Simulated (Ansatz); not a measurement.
One change: `C[O][In]([Cl])[Cl]` becomes `C[O][Al]([Cl])[Cl]`.

Ansatz, PBE0-D4/def2-TZVP geometries, multiplicity 1. Each molecule was computed in one conformer, which needn't be the lowest.

Elements past krypton have def2 core potentials.

```tsv
property	`C[O][In]([Cl])[Cl]`
HOMO–LUMO gap (ωB97M-V/def2-TZVPP) / eV	10.05
HOMO–LUMO gap (B3LYP/def2-TZVPP) / eV	5.16
LUMO energy (ωB97M-V/def2-TZVPP) / eV	-0.55
HOMO energy (PBE/def2-TZVPP) / eV	-6.72
zero-point energy (PBE0-D4/def2-TZVP) / kJ/mol	113.9
LUMO energy (PBE0/def2-TZVPP) / eV	-2.52
```

(1) Give the same properties after the change, and the shifts. (An estimate is asked.)

## Answers

(1) The calculation gave: 
| property | `C[O][Al]([Cl])[Cl]` | shift |
| --- | --- | --- |
| HOMO–LUMO gap (ωB97M-V/def2-TZVPP) / eV | 11.92 | 1.87 |
| HOMO–LUMO gap (B3LYP/def2-TZVPP) / eV | 7.30 | 2.14 |
| LUMO energy (ωB97M-V/def2-TZVPP) / eV | 0.85 | 1.40 |
| HOMO energy (PBE/def2-TZVPP) / eV | -7.13 | -0.41 |
| zero-point energy (PBE0-D4/def2-TZVP) / kJ/mol | 119.7 | 5.8 |
| LUMO energy (PBE0/def2-TZVPP) / eV | -0.85 | 1.67 |

With PBE0 the HOMO falls by 0.45 eV and the LUMO rises by 1.67 eV, so the gap widens by about 2.12 eV. PBE moves the HOMO by -0.41 eV and ωB97M-V by -0.46 eV.

B3LYP here is the variant with VWN-RPA as its local correlation; programs differ in this.
